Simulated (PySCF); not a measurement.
C2H10OSSi2.
Bonds: C1–O2, O2–C3, C3–Si4, Si4–S5, S5–Si6. Hydrogens: H7, H8, H9 on C1; H10, H11 on C3; H12, H13 on Si4; H14, H15, H16 on Si6.

All values: PBE0/pcSseg-1 and wB97X-D/def2-SVPD (PySCF, non-relativistic), on one gas-phase PBE0-D3(BJ)/def2-SVP geometry that isn't relaxed in the solvent. The solvent is an IEF-PCM continuum (Bondi radii, 1.10 Å for H, scaled by 1.2). Only the electrostatic response of the medium enters.

Gas phase at PBE0/pcSseg-1: HOMO -7.25 eV, LUMO 0.07 eV, dipole 3.08 D.

**Question.** What does the continuum do to the energy, the frontier levels and the dipole at PBE0/pcSseg-1 in chloroform and acetone?

**Answer.** 
```
   solvent      ε  E(solvent) − E(gas) (kJ/mol)  polarisation term (kJ/mol)  distortion of the solute (kJ/mol)  HOMO (eV)  LUMO (eV)  dipole (D)
chloroform  4.711                         -9.92                      -11.18                               1.26      -7.33       0.09        3.68
   acetone  20.49                        -13.38                      -15.71                               2.33      -7.37       0.07        3.89
```

The first energy column is the sum of the next two and covers electrostatics alone. From chloroform to acetone the lowering changes by a factor 1.35, Onsager's factor (ε − 1)/(2ε + 1) by 1.30 and ε itself by 4.3.

**Question.** Which radius a makes the point-dipole formula ΔE = −[(ε − 1)/(2ε + 1)]·μ²/a³ give the value in acetone, with the gas-phase dipole?

**Answer.** μ = 1.210 au and |ΔE| = 0.00510 Eh give a = 2.70 Å; the farthest nucleus lies 3.86 Å from the centroid of the nuclei, so such a sphere wouldn't even hold the nuclei. The formula assumes a rigid point dipole at the centre of a sphere.

**Question.** Which IAO charges (PBE0/pcSseg-1) respond most in acetone (means over atoms taken as equivalent)?

**Answer.** 
```
   atoms            environment  gas (e)  solvent (e)  change
      S5  sulfur bonded to 2 Si   -0.423       -0.459  -0.036
      O2           ether oxygen   -0.378       -0.391  -0.013
 H10/H11     methylene hydrogen   +0.128       +0.138  +0.010
      C1         methoxy carbon   -0.192       -0.198  -0.006
     Si6           SiH3 silicon   +0.532       +0.537  +0.005
H7/H8/H9        methyl hydrogen   +0.133       +0.138  +0.005
```

Gas phase at wB97X-D/def2-SVPD: HOMO -9.03 eV, LUMO 1.57 eV, dipole 2.81 D.

**Question.** What does the continuum do to the energy, the frontier levels and the dipole at wB97X-D/def2-SVPD in acetone?

**Answer.** 
```
solvent      ε  E(solvent) − E(gas) (kJ/mol)  polarisation term (kJ/mol)  distortion of the solute (kJ/mol)  HOMO (eV)  LUMO (eV)  dipole (D)
acetone  20.49                        -12.28                      -14.69                               2.41      -9.17       1.54        3.67
```

**Question.** How does the static polarisability (wB97X-D/def2-SVPD, frozen core, with the continuum's full static response) change?

**Answer.** 
| medium | isotropic (au) | principal values (au) | ⟨r²⟩ of the electrons (bohr²) |
| --- | --- | --- | --- |
| gas | 104.9 | 88.5, 109.2, 116.8 | 1303.0 |
| acetone | 143.2 | 128.0, 144.9, 156.8 | 1302.2 |

The isotropic value in acetone is 1.37 times the gas-phase one; no cavity-field correction is applied. ⟨r²⟩ is taken about the centre of nuclear charge.

Conformer computed: `[CH3:1][O:2][CH2:3][SiH2:4][S:5][SiH3:6]`: C1–O2–C3–Si4 173°, O2–C3–Si4–S5 -62°, C3–Si4–S5–Si6 55°.

Note: wB97X-D ran without an empirical dispersion term, which enters the total energy and its gradient alone.
